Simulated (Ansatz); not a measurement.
```yaml
crystal:
  periodic: [false, false, false]
  atoms:
    - {symbol: C, position_ang: [-0.206599, -2.214275, -0.343716]}
    - {symbol: C, position_ang: [-0.344744, -1.325495, 0.632297]}
    - {symbol: C, position_ang: [0.571116, -0.165797, 0.881448]}
    - {symbol: B, position_ang: [-0.197339, 1.125313, 0.404435]}
    - {symbol: C, position_ang: [0.052775, 1.847886, -0.954140]}
    - {symbol: F, position_ang: [-1.142537, 1.597918, 1.221518]}
    - {symbol: H, position_ang: [-0.925648, -3.012279, -0.485898]}
    - {symbol: H, position_ang: [0.636013, -2.180663, -1.027715]}
    - {symbol: H, position_ang: [-1.207559, -1.398337, 1.291130]}
    - {symbol: H, position_ang: [1.506711, -0.300602, 0.333798]}
    - {symbol: H, position_ang: [0.794338, -0.091730, 1.951576]}
    - {symbol: H, position_ang: [0.990109, 2.414613, -0.883406]}
    - {symbol: H, position_ang: [0.199793, 1.128250, -1.764331]}
    - {symbol: H, position_ang: [-0.739632, 2.545999, -1.228197]}
basis:
  gaussian: {orbitals: def2-TZVPD}
total_charge: 4
hamiltonian: {xc: {name: SVWN5}}
output: {forces: true}
```

```sh
$ ansatz run in.yaml --threads 4 --pin off --events-out ev --progress --plain --max-ram 10444MiB
```

It prints (some lines left out):

```
Functional definition: SVWN5
1466 factors; their error is unknown
mean field evaluation 1: about -7460.7753 eV, gradient 1.7e2 eV
mean field evaluation 2: about -6204.7598 eV, gradient 4.9e2 eV
mean field evaluation 4: about -7327.6114 eV, gradient 2.2e2 eV
mean field evaluation 8: about -7533.2397 eV, gradient 1.2e1 eV
mean field evaluation 16: about -7533.8083 eV, gradient 4.3e-2 eV
mean field -7533.74254307 eV, -276.8599319035 hartree, gradient 2.5e-5 eV, S^2 0.000000; 4 other end points of the search recorded, 0 dependent functions left out
reference -7533.74258814 eV, -276.8599335602 hartree; 21, 21 occupied and 276, 276 virtual orbitals, 1466 factors
Total energy: -7533.74258814 eV, -276.8599335602 hartree
Atom 0 at    -0.206599    -2.214275    -0.343716 Å, force     0.727561    -2.434001    -2.418423 eV/Å
Atom 1 at    -0.344744    -1.325495     0.632297 Å, force     1.281942     4.830997     2.810214 eV/Å
Atom 2 at     0.571116    -0.165797     0.881448 Å, force    -0.029528    -3.591387    -2.040239 eV/Å
Atom 3 at    -0.197339     1.125313     0.404435 Å, force    -3.394580     2.292323     5.040718 eV/Å
Atom 4 at     0.052775     1.847886    -0.954140 Å, force     0.763533     0.702535    -2.536750 eV/Å
Atom 5 at    -1.142537     1.597918     1.221518 Å, force     1.900875    -0.489775    -2.542237 eV/Å
Atom 6 at    -0.925648    -3.012279    -0.485898 Å, force    -1.813427    -1.928345    -1.120620 eV/Å
Atom 7 at     0.636013    -2.180663    -1.027715 Å, force     1.781923    -1.060566    -1.373694 eV/Å
Atom 8 at    -1.207559    -1.398337     1.291130 Å, force    -1.253784    -0.564294     2.316558 eV/Å
Atom 9 at     1.506711    -0.300602     0.333798 Å, force     1.084471    -0.384334    -0.765722 eV/Å
Atom 10 at     0.794338    -0.091730     1.951576 Å, force    -0.265524     1.232320     2.395306 eV/Å
Atom 11 at     0.990109     2.414613    -0.883406 Å, force     1.810301     1.748432     1.711064 eV/Å
Atom 12 at     0.199793     1.128250    -1.764331 Å, force    -0.846754    -1.911587    -1.035241 eV/Å
Atom 13 at    -0.739632     2.545999    -1.228197 Å, force    -1.747009     1.557682    -0.440933 eV/Å
Dipole moment:     0.608424    -1.191996    -1.038374 e Å
```

In this input the charge is far from anything that the molecule holds. Self-consistency was reached. The result belongs to that input, not to the molecule as meant.
